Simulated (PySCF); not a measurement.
**Deuteron quadrupole couplings in `CCc1occ(SC)p1`**

C6H9OPS.
Numbering: `[CH3:1][CH2:2][c:3]1[o:4][cH:5][c:6]([S:7][CH3:8])[p:9]1` (hydrogens: H10, H11, H12 on C1; H13, H14 on C2; H15 on C5; H16, H17, H18 on C8)

Structure used (PBE0-D3(BJ)/def2-SVP), in Å, numbered top down from 1:
```xyz
18
C6H9OPS angstrom
C     -3.184    0.171   -0.883
C     -2.193    0.849    0.060
C     -0.840    0.227    0.033
O     -0.794   -1.056    0.416
C      0.449   -1.573    0.355
C      1.411   -0.710   -0.079
S      3.096   -1.166   -0.227
C      3.819    0.353   -0.872
P      0.672    0.892   -0.441
H     -3.294   -0.895   -0.634
H     -4.176    0.642   -0.813
H     -2.843    0.241   -1.927
H     -2.085    1.914   -0.193
H     -2.578    0.811    1.095
H      0.525   -2.614    0.662
H      3.699    1.187   -0.165
H      3.383    0.625   -1.845
H      4.889    0.147   -1.004
```

Level: PBE0/pcSseg-1 (PySCF, non-relativistic); Q(2H) = 0.00286 b; rigid geometry, the same for H and D, with no vibrational averaging.

Question: Rank these positions by the coupling χzz of a deuteron there, largest first.
A. H15 (aromatic hydrogen)
B. H11 (methyl hydrogen)
C. H14 (methylene hydrogen)

Answer: A (207 kHz), B (197 kHz), C (188 kHz).

Tabulate Vzz, the asymmetry η and χzz = 234.96 MHz × Q × Vzz for every hydrogen position.

```csv
atom,bonded to,bond length (Å),Vzz (au),η,χzz (kHz)
H10,C1,1.100,0.2906,0.03,195
H11,C1,1.100,0.2930,0.03,197
H12,C1,1.100,0.2904,0.03,195
H13,C2,1.100,0.2858,0.04,192
H14,C2,1.105,0.2804,0.03,188
H15,C5,1.089,0.3073,0.13,207
H16,C8,1.100,0.2873,0.04,193
H17,C8,1.100,0.2875,0.04,193
H18,C8,1.098,0.2928,0.06,197
```

The structure is a single PBE0-D3(BJ)/def2-SVP conformer in the gas phase; no vibrational or solvent corrections. The small basis limits the accuracy of the gradients.

These values come from a run that also computed NMR shieldings. The run took 45 s of wall time (grids of density and orbitals included) on one thread of an Intel Xeon Platinum 8488C, no GPU, shared host with 96 logical CPUs at a one-minute load of 16, and the process peaked at 0.99 GiB of memory.
